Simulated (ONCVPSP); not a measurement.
## lithium (Li) ONCV: all-electron and pseudo phase curves

| Item | Value |
| --- | --- |
| Element | Li (Z = 3) |
| Generator | ONCVPSP 4.0.1 |
| Type | optimised norm-conserving Vanderbilt (ONCV) |
| Functional | LDA (Perdew-Wang 92) |
| Relativity | fully relativistic |
| Frozen core | [He] |
| Valence charge | 1 |
| Reference configuration | 2s1 |
| Partial waves | 2s: rc 3.00 bohr, ncon 4, nbas 8, qcut 2.8 1/bohr, 2 projectors, debl 0.8 Ha; p scattering state at 0.02 Ha: rc 2.50 bohr, ncon 5, nbas 9, qcut 3.4 1/bohr, 1 projector; d scattering state at 0.44 Ha: rc 2.35 bohr, ncon 3, nbas 7, qcut 4.5 1/bohr, 2 projectors, debl 1.1 Ha |
| Local potential | polynomial inside 1.85 bohr (lpopt 5, dvloc0 0 Ha) |
| Core correction | none |

Open shells are filled in proportion to 2j + 1.

The phase is arctan(r·R′/R) of the radial function R(r), unwrapped; energies in Ha, scanned from -2 to 5 Ha. A pole is an energy at which the radial function vanishes at the test radius. The pseudo phase is shifted by a multiple of π to meet the all-electron one at the reference energy, and phase errors are pseudo minus all-electron; the curves can meet again beyond the range given. Levels narrower than the energy grid can be missing from the lists of poles.

```csv
channel,radius (bohr),reference energy (Ha),"poles, all-electron","poles, pseudo",unbroken range about the reference energy with phases within 0.05 rad,phase error 1 Ha above the reference energy (rad)
s,3.04,-0.11,"0.48, 2.78","0.48, 2.40, 4.12",-1.9 to 1.3,-0.000
p3/2,2.54,0.02,"0.72, 3.38","0.74, 3.80",below 1.2,+0.021
p1/2,2.54,0.02,"0.72, 3.38","0.74, 3.80",below 1.2,+0.021
d5/2,2.39,0.44,2.22,2.22,the whole range,+0.000
d3/2,2.39,0.44,2.22,2.22,the whole range,+0.000
```

Phases in the p1/2 channel:

```tsv
E (Ha)	all-electron	pseudo
-1.98	1.317	1.318
-1.80	1.301	1.301
-1.62	1.282	1.282
-1.44	1.258	1.258
-1.26	1.227	1.227
-1.08	1.187	1.188
-0.90	1.132	1.133
-0.72	1.051	1.052
-0.54	0.920	0.921
-0.36	0.677	0.678
-0.18	0.182	0.183
0.00	-0.557	-0.557
0.18	-1.062	-1.061
0.36	-1.315	-1.313
0.54	-1.463	-1.459
0.72	-1.568	-1.561
0.90	-1.661	-1.647
1.08	-1.763	-1.737
1.26	-1.906	-1.850
1.44	-2.179	-2.030
1.62	-2.861	-2.404
1.80	-3.803	-3.211
1.98	-4.223	-3.936
2.16	-4.400	-4.249
2.34	-4.497	-4.399
2.52	-4.559	-4.486
2.70	-4.604	-4.544
2.88	-4.639	-4.586
3.06	-4.668	-4.619
3.24	-4.694	-4.646
3.42	-4.718	-4.670
3.60	-4.742	-4.691
3.78	-4.767	-4.711
3.96	-4.795	-4.730
4.14	-4.827	-4.750
4.32	-4.869	-4.771
4.50	-4.927	-4.794
4.68	-5.020	-4.821
4.86	-5.197	-4.855
```
